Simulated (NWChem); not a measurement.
System: CH$_{3}$OS, doublet; SMILES C[S]=O

Input file for NWChem:

```
start job
memory heap 200 mb stack 900 mb global 1100 mb
geometry units angstroms noautosym nocenter noautoz
  C      0.339292     1.400087     0.000000
  S     -0.517496    -0.217034     0.000000
  O      0.580186    -1.286042     0.000000
  H      0.962827     1.486335     0.894279
  H     -0.423725     2.185369     0.000000
  H      0.962827     1.486335    -0.894279
end
basis spherical
  C library def2-svp
  S library def2-svp
  O library def2-svp
  H library def2-svp
end
dft
  odft
  mult 2
  xc m05-2x
  iterations 150
end
cosmo
  do_cosmo_smd true
  solvent octanol
end
task dft energy
```

NWChem printed, in part:

```
             Northwest Computational Chemistry Package (NWChem) 7.3.0
             --------------------------------------------------------

                             Geometry "geometry" -> ""
                             -------------------------

 Output coordinates in angstroms (scale by  1.889725989 to convert to a.u.)

  No.       Tag          Charge          X              Y              Z
 ---- ---------------- ---------- -------------- -------------- --------------
    1 C                    6.0000     0.33929200     1.40008700     0.00000000
    2 S                   16.0000    -0.51749600    -0.21703400     0.00000000
    3 O                    8.0000     0.58018600    -1.28604200     0.00000000
    4 H                    1.0000     0.96282700     1.48633500     0.89427900
    5 H                    1.0000    -0.42372500     2.18536900     0.00000000
    6 H                    1.0000     0.96282700     1.48633500    -0.89427900

 Effective nuclear repulsion energy (a.u.)     105.5281250036

                                 NWChem DFT Module
                                 -----------------

 Summary of "ao basis" -> "ao basis" (spherical)
 ------------------------------------------------------------------------------
       Tag                 Description            Shells   Functions and Types
 ---------------- ------------------------------  ------  ---------------------
 C                          def2-svp                 6       14   3s2p1d
 S                          def2-svp                 8       18   4s3p1d
 O                          def2-svp                 6       14   3s2p1d
 H                          def2-svp                 3        5   2s1p

 in cosmo_initialize ...
 calling solv_data for solv:octanol

 solvent parameters
 solvname_short: octanol
 solvname_long:  1-octanol
 dielec:        9.8629
 dielecinf:     2.0435
 nonaqueous SMD model solvent descriptors
 dielec:        9.8629
 sola:          0.3700
 solb:          0.4800
 solc:          0.0000
 solg:         39.0100
 solh:          0.0000
 soln:          1.4295

          ---------------
          -cosmo- solvent
          ---------------
 Cosmo: York-Karplus, doi: 10.1021/jp992097l
 dielectric constant -eps-     =   9.86
 screen = (eps-1)/(eps    )    =   0.89861
 surface charge correction     = lagrangian

   van der Waals surface
 --------------------------

 ---------- ATOMIC COORDINATES (A.U.) ------------ VDWR(ANG.) --
     1    0.64116891    2.64578079    0.00000000     1.850
     2   -0.97792564   -0.41013479    0.00000000     2.490
     3    1.09639256   -2.43026699    0.00000000     1.628
     4    1.81947920    2.80876588    1.68994227     1.200
     5   -0.80072414    4.12974859    0.00000000     1.200
     6    1.81947920    2.80876588   -1.68994227     1.200
 number of segments per atom =        128
 number of   points per atom =        128
 atom (   nspa,  nppa )
 ----------------------
    1 (     46,     0 )       0
    2 (     96,     0 )       0
    3 (     56,     0 )       0
    4 (     50,     0 )       0
    5 (     50,     0 )       0
    6 (     50,     0 )       0
 number of -cosmo- surface points =      348
 molecular surface =     97.358 angstrom**2
 molecular volume  =     81.543 angstrom**3
 -lineq- algorithm             =   0
 -bem- low  level              =   3
 -bem- from -octahedral-
 gaussian surface charge width =   4.50000
 degree of switching           =   1.00000
 switching function tolerance  =   0.00010
 atomic radii =
 --------------
    1  6.000  1.850
    2 16.000  2.490
    3  8.000  1.628
    4  1.000  1.200
    5  1.000  1.200
    6  1.000  1.200
 ...... end of -cosmo- initialization ......

 nat:                     6
 ixmem:                  2111
 calling mnsol_interface()
 G(SMD-CDS) energy (kcal/mol)  =     0.564
 SMD-CDS SASA (angstrom**2)    =   106.536

[...]

                                COSMO-SMD solvation results
                                ---------------------------

             internal energy in gas <Psi(g)|H|Psi(g)> =      -513.021985370938
         internal energy in solvent <Psi(s)|H|Psi(s)> =      -513.019668944780
                               delta internal energy  =         0.002316426158 (    1.45 kcal/mol)
   total free energy in solvent <Psi(s)|H+V/2|Psi(s)> =      -513.031229437010
 polarization energy contribution <Psi(s)|V/2|Psi(s)> =        -0.011560492229 (   -7.25 kcal/mol)
    total free energy in solvent including G(SMD-CDS) =      -513.030330963085
                       G(SMD-CDS) energy contribution =         0.000898473925 (    0.56 kcal/mol)
     1 M fixed-concentration free energy of solvation =        -0.008345592147 (   -5.24 kcal/mol)

                    DFT Final Alpha Molecular Orbital Analysis
                    ------------------------------------------

 Vector   15  Occ=1.000000D+00  E=-4.598253D-01
              MO Center=  1.0D-01,  1.6D-01, -3.2D-11, r^2= 3.1D+00
   Bfn.  Coefficient  Atom+Function         Bfn.  Coefficient  Atom+Function
  ----- ------------  ---------------      ----- ------------  ---------------
    37      0.377455  3 O  py                 4     -0.281681  1 C  px
    40      0.261706  3 O  py                52      0.247332  5 H  s
    22      0.245018  2 S  px                18     -0.211249  2 S  s
    25      0.202345  2 S  px                47     -0.135561  4 H  s
    57     -0.135561  6 H  s                 19      0.132718  2 S  px

 Vector   16  Occ=1.000000D+00  E=-3.521464D-01
              MO Center=  1.0D-01, -4.2D-01,  2.2D-09, r^2= 2.3D+00
   Bfn.  Coefficient  Atom+Function         Bfn.  Coefficient  Atom+Function
  ----- ------------  ---------------      ----- ------------  ---------------
    36      0.387344  3 O  px                39      0.306093  3 O  px
    37      0.292069  3 O  py                 5      0.263734  1 C  py
    18      0.259485  2 S  s                 25     -0.246149  2 S  px
    40      0.246721  3 O  py                22     -0.222877  2 S  px
     3     -0.178200  1 C  s                  8      0.132211  1 C  py

 Vector   17  Occ=1.000000D+00  E=-3.030989D-01
              MO Center= -1.8D-01, -3.6D-01,  1.6D-08, r^2= 2.0D+00
   Bfn.  Coefficient  Atom+Function         Bfn.  Coefficient  Atom+Function
  ----- ------------  ---------------      ----- ------------  ---------------
    27      0.591124  2 S  pz                24      0.430815  2 S  pz
    38     -0.389983  3 O  pz                41     -0.339021  3 O  pz
    21      0.228898  2 S  pz                47     -0.114073  4 H  s
    57      0.114073  6 H  s                  6     -0.104418  1 C  pz
    48     -0.094594  4 H  s                 58      0.094594  6 H  s

 Vector   18  Occ=0.000000D+00  E= 8.802190D-02
              MO Center= -3.7D-01, -1.7D-02, -5.0D-09, r^2= 2.9D+00
   Bfn.  Coefficient  Atom+Function         Bfn.  Coefficient  Atom+Function
  ----- ------------  ---------------      ----- ------------  ---------------
    26     -1.106896  2 S  py                 3      1.058141  1 C  s
    35     -0.571833  3 O  s                 48     -0.386823  4 H  s
    58     -0.386823  6 H  s                 39      0.379703  3 O  px
     8     -0.314956  1 C  py                25      0.293860  2 S  px
    23     -0.271171  2 S  py                36      0.246431  3 O  px

 Vector   19  Occ=0.000000D+00  E= 1.152553D-01
              MO Center=  1.3D-01,  6.3D-01, -3.6D-09, r^2= 3.8D+00
   Bfn.  Coefficient  Atom+Function         Bfn.  Coefficient  Atom+Function
  ----- ------------  ---------------      ----- ------------  ---------------
     3      1.987753  1 C  s                 18     -1.201904  2 S  s
    25     -0.986691  2 S  px                48     -0.654266  4 H  s
    58     -0.654266  6 H  s                 53     -0.614754  5 H  s
    35      0.571921  3 O  s                  8     -0.457304  1 C  py
    40      0.391344  3 O  py                37      0.245394  3 O  py

 Vector   20  Occ=0.000000D+00  E= 1.465798D-01
              MO Center=  2.4D-01,  1.4D+00, -2.5D-09, r^2= 4.0D+00
   Bfn.  Coefficient  Atom+Function         Bfn.  Coefficient  Atom+Function
  ----- ------------  ---------------      ----- ------------  ---------------
     3      1.643057  1 C  s                 53     -1.144201  5 H  s
    48     -0.952247  4 H  s                 58     -0.952247  6 H  s
     8      0.926489  1 C  py                17      0.411037  2 S  s
    25      0.399505  2 S  px                26      0.373608  2 S  py
     7      0.348278  1 C  px                18      0.332441  2 S  s

                     DFT Final Beta Molecular Orbital Analysis
                     -----------------------------------------

 Vector   14  Occ=1.000000D+00  E=-4.475024D-01
              MO Center=  6.6D-02, -1.4D-01,  9.8D-10, r^2= 3.0D+00
   Bfn.  Coefficient  Atom+Function         Bfn.  Coefficient  Atom+Function
  ----- ------------  ---------------      ----- ------------  ---------------
    37      0.401570  3 O  py                40      0.282896  3 O  py
    22      0.270579  2 S  px                 4     -0.237334  1 C  px
    25      0.233065  2 S  px                18     -0.219317  2 S  s
    52      0.218981  5 H  s                 19      0.147044  2 S  px
    47     -0.115081  4 H  s                 57     -0.115081  6 H  s

[...]
```

Level: M05-2X/def2-SVP, spin-unrestricted, SMD on the gas-phase geometry. In the optimisation the excess spin sits in a" (Cs, its own frame). Coordinates come from a B3LYP/6-31G* (spherical d), spin-unrestricted optimisation. No stability test was run on the SCF state. Solvent: 1-octanol.
